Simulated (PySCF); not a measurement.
**Excited states of As⁵⁺ (arsenic, charge +5)**

Ground state [Ar] 3d10, ¹S. All numbers are calculated (PySCF 2.14, the non-relativistic Hamiltonian (point nucleus), in def2-TZVPPD with one added diffuse shell each of s, p, d type (8s6p6d1f, 63 functions)). Vertical excitation energies in eV without spin-orbit coupling; excited terms of each kind are numbered among those the solver found. Frozen: [Ar].

| term | leading excitation | EOM-EE-CCSD |
| --- | --- | --- |
| 1 3D | 3d → s | 43.079 |
| 1 1D | 3d → s | 43.720 |
| 1 3P° | 3d → p | 55.139 |
| 1 3F° | 3d → p | 55.736 |
| 1 1F° | 3d → p | 56.196 |
| 1 1D° | 3d → p | 56.782 |
| 1 3D° | 3d → p | 56.790 |
| 1 1P° | 3d → p | 56.955 |
| 1 3G | 3d → d | 75.226 |
| 1 1G | 3d → d | 75.440 |

The solver can miss terms.
